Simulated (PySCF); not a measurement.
## Correlation energy of Ir⁶⁷⁺ (iridium, charge +67)

[Ne], closed-shell 1S. Calculation: PySCF 2.14, in an uncontracted even-tempered set (18 s from 47 bohr⁻², ratio 2.2; 13 p from 61 bohr⁻², ratio 2.2; 5 d from 240 bohr⁻², ratio 2.4; 5 f from 360 bohr⁻², ratio 2.4; 4 g from 540 bohr⁻², ratio 2.4); the spin-free X2C one-electron Hamiltonian (Gaussian nucleus). Frozen: nothing; 10 electrons correlated; the 12 highest virtual orbitals of each spin left out.

MP2 pair energies summed by pair of shells (mhartree):

```tsv
pair	energy	share (%)
2p-2p	-245.79	51.8
2s-2p	-86.47	18.2
1s-1s	-59.39	12.5
1s-2p	-51.00	10.7
1s-2s	-17.44	3.7
2s-2s	-14.60	3.1
```

Total MP2 correlation energy: -474.70 mhartree.

At this charge the one-electron X2C treatment keeps the bare 1/r₁₂, with no two-electron picture change or Breit term. That inflates the 1s pair energies well beyond their four-component values; and a scalar Hamiltonian misses the large spin-orbit splitting of the p shells, which matters for ns² → np² pairs.
